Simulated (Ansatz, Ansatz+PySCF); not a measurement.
| atom | x (Å) | y (Å) | z (Å) |
| --- | --- | --- | --- |
| Li | 0.0472 | -0.0157 | -1.1746 |
| Si | -0.0135 | 0.0098 | 1.1327 |

Basis set: def2-SVP (spherical functions). Correlated methods keep 5 orbitals frozen. Correlation on ROHF uses semicanonical orbitals with singles. Charge 0, multiplicity 4.

Computed with Ansatz (development build ahead of 0.2.0); each method stands on the lowest determinant of its kind that the runs found.

The atomization energy at this shape (free ground-state atoms in the same class of orbitals less the molecule, no zero-point energy) of quartet LiSi:

```
     method  atomization energy
UHF-CCSD(T)        147.8 kJ/mol
   ROHF-MP2        151.5 kJ/mol
        UHF        120.0 kJ/mol
```

Q: What does ROHF give?

A: 127.9 kJ/mol.
